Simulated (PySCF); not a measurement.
Job file and geometry (Å, from GFN2-xTB) of an NMR shielding run on `N#CCOCOC(=O)[O-]`, [C4H4NO4]-, PySCF, GIAO PBE0/pcSseg-1 NMR shielding, non-relativistic, gas phase; density fitting, a coarse starting grid and PySCF grid level 2 are the driver's defaults:

```
$ OMP_NUM_THREADS=1 python probes_run.py task.json out

{"job": {"kind": "nmr", "xc": "PBE0", "basis": "pcSseg-1"}, "charge": -1, "multiplicity": 1}
N      3.731924     0.228250     0.546555
C      2.594084     0.245715     0.414408
C      1.162984     0.279810     0.268659
O      0.776453    -0.345693    -0.940526
C     -0.602603    -0.699948    -0.930488
O     -1.443781     0.333421    -0.672318
C     -1.965426     0.453319     0.756494
O     -1.521852    -0.380715     1.523934
O     -2.731108     1.379757     0.859603
H      0.694196    -0.230400     1.128022
H      0.826745     1.330443     0.284706
H     -0.777944    -1.081926    -1.946239
H     -0.748061    -1.511547    -0.189130
```

Question: What does the program print?

Answer: 
```
coarse grid: 12232 points
cycle   1  E = -509.5476698423  dE =  1.581e+00  |g| = 1.268e+00  |ddm| = 3.386e+00
cycle   2  E = -509.1135835610  dE =  4.341e-01  |g| = 2.002e+00  |ddm| = 2.257e+00
cycle   3  E = -509.8170106480  dE = -7.034e-01  |g| = 2.965e-01  |ddm| = 1.499e+00
cycle   4  E = -509.8327278239  dE = -1.572e-02  |g| = 1.150e-01  |ddm| = 2.574e-01
cycle   5  E = -509.8351705672  dE = -2.443e-03  |g| = 3.466e-02  |ddm| = 8.653e-02
cycle   6  E = -509.8353781247  dE = -2.076e-04  |g| = 1.198e-02  |ddm| = 2.835e-02
cycle   7  E = -509.8354036721  dE = -2.555e-05  |g| = 2.614e-03  |ddm| = 8.556e-03
cycle   8  E = -509.8354048451  dE = -1.173e-06  |g| = 8.319e-04  |ddm| = 2.106e-03
final grid: 122144 points
cycle   9  E = -509.9305844036  dE = -2.227e-05  |g| = 1.446e-02  |ddm| = 2.865e-02
cycle  10  E = -509.9305471167  dE =  3.729e-05  |g| = 2.078e-02  |ddm| = 1.832e-02
cycle  11  E = -509.9306192087  dE = -7.209e-05  |g| = 1.112e-03  |ddm| = 1.112e-02
cycle  12  E = -509.9306194324  dE = -2.237e-07  |g| = 3.500e-04  |ddm| = 9.372e-04
cycle  13  E = -509.9306194511  dE = -1.877e-08  |g| = 1.316e-04  |ddm| = 3.217e-04
cycle  14  E = -509.9306194541  dE = -2.996e-09  |g| = 4.882e-05  |ddm| = 1.147e-04
cycle  15  E = -509.9306194546  dE = -4.275e-10  |g| = 1.798e-05  |ddm| = 3.854e-05
converged SCF energy = -509.9306194546

GIAO shielding tensors (ppm)
atom      isotropic    diamagn.    paramagn.     s11        s22        s33       span
  0 N      -25.788     341.615    -367.403   -192.307   -166.744    281.686    473.993
  1 C       59.480     258.849    -199.369    -58.424    -57.223    294.087    352.511
  2 C      135.997     246.219    -110.221    112.029    121.545    174.417     62.388
  3 O      270.288     397.316    -127.028    206.736    249.157    354.972    148.236
  4 C       94.218     242.020    -147.802     62.159     95.638    124.856     62.697
  5 O      128.821     402.473    -273.652     11.659    152.584    222.218    210.559
  6 C       33.594     244.962    -211.367    -67.235     24.770    143.249    210.484
  7 O      121.606     404.976    -283.369      4.220     77.944    282.654    278.434
  8 O       92.422     400.520    -308.098    -26.386     59.581    244.072    270.458
  9 H       26.231      29.250      -3.019     19.664     27.537     31.493     11.830
 10 H       27.224      29.784      -2.560     22.253     28.525     30.895      8.641
 11 H       26.856      29.152      -2.296     21.307     27.218     32.043     10.736
 12 H       25.559      30.239      -4.680     22.061     25.502     29.116      7.055
```

Question: Turn these shieldings into chemical shifts. δ = σ(ref) − σ, references computed at the same level: NH3 for ¹⁵N (σ = 267.73 ppm); TMS for ¹³C (σ = 186.93 ppm), ¹H (σ = 31.72 ppm); H2O for ¹⁷O (σ = 336.08 ppm).

Answer: Averaging equivalent atoms: N 0: 293.5; C 6: 153.3; C 1: 127.4; C 4: 92.7; C 2: 50.9; O 7/8: 229.1; O 5: 207.3; O 3: 65.8; H 11/12: 5.51; H 9/10: 4.99 ppm. Experimental scales use liquid or dissolved standards, which lie at an offset from isolated NH3 (liquid NH3: subtract about 20 ppm) and H2O (liquid H2O: subtract about 36 ppm). Unscaled 15N shifts of sp2 nitrogen come out 20 to 40 ppm too high even then.

Size and cost of the density-fitted run: 173 basis functions, 36 s wall time on 1 thread of an Arm Neoverse N1, shared host; peak memory 0.76 GiB.
